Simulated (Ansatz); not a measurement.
Job for Ansatz (a first-principles code): R-RI-MP2/aug-cc-pVQZ on AsH3 (SMILES [AsH3]) with ghost functions. Files ending in .json are basis or fitting sets from the Basis Set Exchange. The run froze 14 orbitals, filled d shells among them.

Ansatz 0.2 input:
```yaml
crystal:
  periodic: [false, false, false]
  atoms:
    - {symbol: As, position_ang: [-0.24589795, -0.19971429, 0.14388447]}
    - {symbol: H, position_ang: [-0.93105301, 0.73324079, -0.84218941]}
    - {symbol: H, position_ang: [-0.41634523, -1.41915382, -0.74823450]}
    - {symbol: H, position_ang: [1.14502960, 0.10943673, -0.38686969]}
basis:
  gaussian:
    orbitals: aug-cc-pVQZ
    fitting: {mean_field: def2-universal-JKFIT, correlation: aug-cc-pVQZ-RIFIT.json}
    ghost_atoms:
      - {symbol: Br, position_ang: [-1.11772540, -0.24016679, 4.07982834]}
      - {symbol: H, position_ang: [-0.80672421, -0.22541877, 2.67452318]}
magnetization: {spin_polarized: false}
correlation: {method: mp2, electrons: outside_noble_gas}
scf: {lower_state_search: off}
```

The log:

```
WARN ansatz: RAYON_NUM_THREADS=1 ignored (pool sized by the plan → 1); use --threads N
Functional definition: HF
these checks for a lower state are left out or cut short: stability, starts, cluster_reference, orbital_swaps, neighbouring_geometries, increment
integrals: 0.57 GiB planned
604 factors; integrals over basis functions are off by at most 5.8e0 eV
mean field: 0.92 GiB planned
mean field evaluation 1: about -60843.5350 eV, gradient 8.8e0 eV
mean field evaluation 2: about -60843.9797 eV, gradient 2.9e0 eV
mean field evaluation 4: about -60844.0472 eV, gradient 3.1e-1 eV
mean field -60844.04768000 eV, -2235.9775106631 hartree, gradient 1.6e-6 eV, S^2 0.000000; 0 other end points of the search recorded, 0 dependent functions left out
14 core orbitals not correlated
844 factors; their error is unknown
reference -60844.04768000 eV, -2235.9775106631 hartree; 4, 4 occupied and 352, 352 virtual orbitals, 844 factors
second order -4.61143630 eV of doubles, -0.00000000 eV of singles
Total energy: -60848.65911630 eV, -2236.1469778214 hartree
Checks for a lower state left out: stability, starts, cluster_reference, orbital_swaps, neighbouring_geometries, increment
```

Self-consistency was reached.

Cost: about 7 core-seconds (a rough figure).
